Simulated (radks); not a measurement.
Coulomb parameter of the 5d shell of the platinum ion Pt3+ in the model configuration [Xe] 4f14 5d5 6p2, as a second difference U = [E(n + 1) + E(n - 1) - 2 E(n)] / (1)^2 with all orbitals relaxed. "Bare": the charge of the atom changes with n. "Screened": the 6p shell takes up the change at fixed total charge, which measures U(5d,5d) + U(6p,6p) - 2 U(5d,6p). Calculated with a radial shooting solver on a logarithmic mesh with Libxc functionals: Dirac Kohn-Sham, PBE, spin-unpolarised, spherical densities, finite nucleus; open shells are shared between the two j in proportion to 2j + 1; Fermi nuclear charge, rms radius 5.427 fm.

| case | configuration | E - E(n) (eV) |
|---|---|---|
| start | [Xe] 4f14 5d5 6p2 | 0.000 |
| bare +1 | [Xe] 4f14 5d6 6p2 | -40.316 |
| bare -1 | [Xe] 4f14 5d4 6p2 | 54.055 |
| screened +1 | [Xe] 4f14 5d6 6p1 | -18.912 |
| screened -1 | [Xe] 4f14 5d4 6p3 | 21.268 |

U(bare) = 13.739 eV, U(screened by 6p) = 2.356 eV.
